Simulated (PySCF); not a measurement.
Atoms are numbered as in `[NH3+:1][BH2-:2][O:3][SiH3:4]` (H(Xn): hydrogen on atom n).

Geometry: PBE0-D3(BJ)/def2-SVP; GIAO absolute shieldings from PySCF, gas phase, non-relativistic, averaged over equivalent atoms.

At PBE0/pcSseg-1 (115 basis functions, 8 s wall time on 1 thread of an Arm Neoverse V1, shared host):
```
 atoms  σ (ppm)
    N1    209.1
    B2    108.1
    O3    305.7
   Si4    395.8
H(Si4)    26.36
 H(B2)    27.99
 H(N1)    28.65
```

Task: Predict the values at mPW1PW91/pcSseg-2 on the same geometry.

Result: 
```csv
atoms,σ at mPW1PW91/pcSseg-2,change
N1,209.6,+0.5
B2,105.7,-2.4
O3,295.0,-10.7
Si4,386.5,-9.3
H(Si4),26.35,-0.01
H(B2),28.11,+0.12
H(N1),28.61,-0.04
```

The largest change is at O3 (oxygen bonded to B, Si). Cost: 263 basis functions, 24 s wall time on 1 thread of an Arm Neoverse V1, shared host.
